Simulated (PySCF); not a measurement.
The numbers are results of TPSSh-D3(BJ)/def2-TZVP // CAM-B3LYP-D3(BJ)/def2-TZVP (PySCF), not measurements. All species are isolated molecules in the gas phase. Delta-SCF ions had no search for a lower state. Excitations are Tamm–Dancoff values on a coarser integration grid. The basis has no diffuse functions, so Rydberg states are missing or too high.

Reference species (SMILES): `N#CN=[SiH2]` (neutral, multiplicity 1).

```
Item                                      Value
--------------------------------------  -------
T1 excitation (TDA)                     2.61 eV
vertical ionisation energy (Delta-SCF)  9.62 eV
```

Changed species: `N(=[si]1/nc1)/[H]`.

Q: What does the change do to the T1 excitation (TDA) and vertical ionisation energy (Delta-SCF)?

A: the T1 excitation (TDA) increases by 0.07 eV, to 2.68 eV; the vertical ionisation energy (Delta-SCF) decreases by 0.36 eV, to 9.26 eV.
